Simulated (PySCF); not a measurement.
This PySCF input asks for the NMR shieldings of `O=C(C[SiH3])C(=O)[SiH2][SiH2]P`, C3H11O2PSi3; the geometry comes from GFN2-xTB.

```python
import basis_set_exchange as bse
import numpy as np
from pyscf import gto, dft
from pyscf.prop import nmr

atoms = """
O     0.477839    0.353622   -1.325369
C     1.059492   -0.432405   -0.595664
C     2.425740   -0.929349   -0.768546
Si    3.606717    0.191376    0.262551
C     0.317379   -0.840443    0.658181
O     0.562036   -1.852528    1.275264
Si   -1.118610    0.387454    0.956504
Si   -2.720484   -0.067058   -0.667251
P    -4.632426    0.950868   -0.060169
H     2.729140   -0.896992   -1.813346
H     2.498516   -1.942680   -0.376275
H     3.480149    1.566900   -0.214815
H     4.952063   -0.327804    0.015791
H     3.247174    0.089339    1.674639
H    -1.543621    0.151817    2.342151
H    -0.513647    1.722645    0.921267
H    -2.331697    0.316627   -2.029440
H    -3.085667   -1.493032   -0.731398
H    -5.231919    0.833705   -1.298481
H    -4.183322    2.228615   -0.337115
"""
names = dict.fromkeys(["O", "C", "Si", "P", "H"], "pcSseg-1")
basis = {el: gto.basis.parse(bse.get_basis(n, elements=[el], fmt="nwchem")) for el, n in names.items()}
mol = gto.M(atom=atoms, basis=basis, charge=0, verbose=0)
mf = dft.RKS(mol, xc="PBE0")
mf.grids.level = 2
mf.grids.alignment = dft.numint.BLKSIZE   # the property module wants whole blocks of grid points
mf.conv_tol = 1e-9
mf.kernel()

calc = nmr.RKS(mf)   # GIAO
C = mf.mo_coeff
Co = C[:, mf.mo_occ > 0]
resp = mf.gen_response(singlet=True, hermi=2)
def vind(x):   # induced exchange potential for any number of trial vectors
    d = np.einsum("pi,xij,qj->xpq", C, 2 * x.reshape(-1, C.shape[1], Co.shape[1]), Co, optimize=True)
    return np.einsum("xpq,pi,qj->xij", resp(d - d.transpose(0, 2, 1)), C, Co, optimize=True).ravel()
mo1, _ = nmr.rhf.solve_mo1(calc, with_cphf=vind)
sigma = calc.kernel(mo1)
for i, s in enumerate(sigma):   # ppm
    print("%2d %-2s %9.2f" % (i, mol.atom_pure_symbol(i), np.trace(s) / 3))
```

**Question.** Give the expected output.

**Answer.** 
```
 0 O    -295.65
 1 C     -19.64
 2 C     165.76
 3 Si    413.93
 4 C     -61.96
 5 O    -549.83
 6 Si    427.30
 7 Si    425.93
 8 P     618.71
 9 H      29.74
10 H      28.65
11 H      27.84
12 H      27.57
13 H      27.85
14 H      28.07
15 H      27.33
16 H      26.93
17 H      27.63
18 H      30.35
19 H      30.59
```

These numbers come from an equivalent density-fitted implementation of the same equations, which agrees with the script to about 0.01 ppm for H and up to a few tenths of a ppm for heavy atoms, so last digits may differ.

**Question.** Turn these shieldings into chemical shifts. Chemical shifts δ = σref − σ; 17O (σref 336.08) against H2O; 13C (σref 186.93) and 29Si (σref 349.16) and 1H (σref 31.72) against TMS; 31P (σref 318.38) vs H3PO4, all at this level.

**Answer.** Averaging equivalent atoms: O 5: 885.9; O 0: 631.7; C 4: 248.9; C 1: 206.6; C 2: 21.2; Si 3: -64.8; Si 7: -76.8; Si 6: -78.1; P 8: -300.3; H 16/17: 4.44; H 14/15: 4.02; H 11/12/13: 3.96; H 9/10: 2.52; H 18/19: 1.25 ppm. Unscaled 17O shifts of doubly bonded oxygen tend to come out too high, by tens of ppm or more. Experimental scales use liquid or dissolved standards, which lie at an offset from isolated H2O (liquid H2O: subtract about 36 ppm) and H3PO4.

Size and cost of the density-fitted run: 236 basis functions, 70 s wall time on 1 thread of an Arm Neoverse V1, shared host; peak memory 1.1 GiB.
